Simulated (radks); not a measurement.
Values are calculated unless marked as measured or tabulated.
Dispersion coefficients C6 (hartree bohr^6) between ground-configuration atoms and ions, from the Casimir-Polder integral (3/pi) of alpha_A(iw) alpha_B(iw). Code: a radial shooting solver on a logarithmic mesh with Libxc functionals. Model: non-relativistic Kohn-Sham, LDA (Slater exchange, Perdew-Wang correlation), spin-polarised, spherical densities, point nucleus; open shells are filled with parallel spins first. Response by self-consistent Sternheimer equations with the Hartree and adiabatic LDA kernel.

C6       Br    Br+   Br2+   Br3+   Br4+   Br5+   Br6+
Br    179.8
Br+   118.4  79.22
Br2+  83.72  56.53  40.58
Br3+  62.61  42.46  30.57  23.08
Br4+  47.85  32.49  23.42  17.70  13.58
Br5+  37.20  25.21  18.16  13.72  10.54  8.182
Br6+  22.98  15.61  11.28  8.543  6.577  5.118  3.225

Static polarisabilities (bohr^3): Br ([Ar] 3d10 4s2 4p5) 22.19, Br+ ([Ar] 3d10 4s2 4p4) 12.70, Br2+ ([Ar] 3d10 4s2 4p3) 8.369, Br3+ ([Ar] 3d10 4s2 4p2) 6.089, Br4+ ([Ar] 3d10 4s2 4p1) 4.641, Br5+ ([Ar] 3d10 4s2) 3.685, Br6+ ([Ar] 3d10 4s1) 2.292. The combination rule 2 Ca Cb / ((alpha_b/alpha_a) Ca + (alpha_a/alpha_b) Cb) gives 47.63 for Br4+-Br, against 47.85 from the integral.
